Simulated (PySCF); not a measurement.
# Radial density of V+ (vanadium, charge +1)

r2SCAN, [Ar] 3d4, high-spin 5D determinant. Calculation: PySCF 2.14, in aug-cc-pwCVQZ (11s10p8d5f4g3h, 185 functions); no relativity, point nucleus.

```
r (bohr)  4πr²ρ (e/bohr)  4πr²(ρα − ρβ)
 0.00113          0.1251         0.0000
 0.00190          0.3415         0.0000
 0.00320          0.9101         0.0001
 0.00539           2.329         0.0001
 0.00906           5.565         0.0004
  0.0152           11.86         0.0007
  0.0256           20.91         0.0010
  0.0431           27.17        -0.0003
  0.0725           23.69        -0.0055
   0.122           21.42        -0.0031
   0.205           29.48         0.1014
   0.345           18.52         0.6143
   0.581           9.347         1.7939
   0.977           11.05         2.3966
    1.64           3.362         1.4606
    2.76          0.5547         0.5031
    4.65         0.06037         0.0603
    7.82       0.0007183         0.0007
```

⟨L²⟩ = 7.95 against 6 for a pure D term, so this real determinant mixes terms. The s, p, d and f populations moved away from the nominal configuration during the SCF.

Problem. Where is the radial spin density 4πr²(ρα − ρβ) most negative, and why is it negative at all?

Solution. Around r = 0.0725 bohr, down to -0.0055 e/bohr: exchange with the open shell polarises the paired shells in an unrestricted calculation.
